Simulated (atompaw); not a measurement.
**Sr: one change to a PAW (atompaw) potential, before and after**

* Element: Sr
* Generator: atompaw 4.2.0.5
* Type: PAW
* Functional: LDA (PW92)
* Relativity: scalar-relativistic
* Frozen core: [Ar] 3d10
* Valence charge: 10
* Reference configuration: 4s2 4p6 4d0 5s2 5p0
* Partial waves: 4s (bound): rc 2.25 bohr; 5s (bound): rc 2.80 bohr; 4p (bound): rc 2.05 bohr; 5p (bound, empty): rc 2.80 bohr; 4d (bound, empty): rc 2.80 bohr; 4d channel at 1.55 Ry: rc 2.80 bohr
* Local potential: bessel scheme, radius 2.05 bohr
* Core correction: smooth core density matched at 1.45 bohr
* Augmentation charge: sinc compensation charge, radius 2.75 bohr; PAW radius 2.80 bohr; waves and projectors: custom rrkj vanderbiltortho

Change: wave 4p (bound): rc 2.05 bohr becomes 4p (bound): rc 2.20 bohr.

Cutoffs: the cutoffs (Ry, on a coarse ladder) from which the occupation-weighted sum of valence levels, in a spherical-Bessel basis at the reference potential, stays within 10 and 1 mRy of its value at 400 Ry; they do not see the model core or the augmentation charge, which bear on the density cutoff.

Task: What does the change do?

Result: The potential gets softer (18 Ry and 30 Ry → 15 Ry and 30 Ry); neither file shows a bound ghost.

```csv
quantity,base,changed
"cutoff, loose",18 Ry,15 Ry
"cutoff, tight",30 Ry,30 Ry
loose cutoff by channel (10 mRy a level),"s 10 Ry, p 15 Ry","s 10 Ry, p 12 Ry"
bound ghosts,none,none
s: phases at 2.80 bohr within 0.05 rad from the reference energy up to (Ry; the scan ends near 5),1.9,1.9
p: phases at 2.80 bohr within 0.05 rad from the reference energy up to (Ry; the scan ends near 5),1.0,1.1
d: phases at 2.80 bohr within 0.05 rad from the reference energy up to (Ry; the scan ends near 5),2.8,2.8
lowest overlap eigenvalue by channel,"s 0.12, p 0.03, d 0.37","s 0.12, p 0.08, d 0.37"
```

 The cutoffs see the waves, projectors and local potential, not the compensation charge or the core.
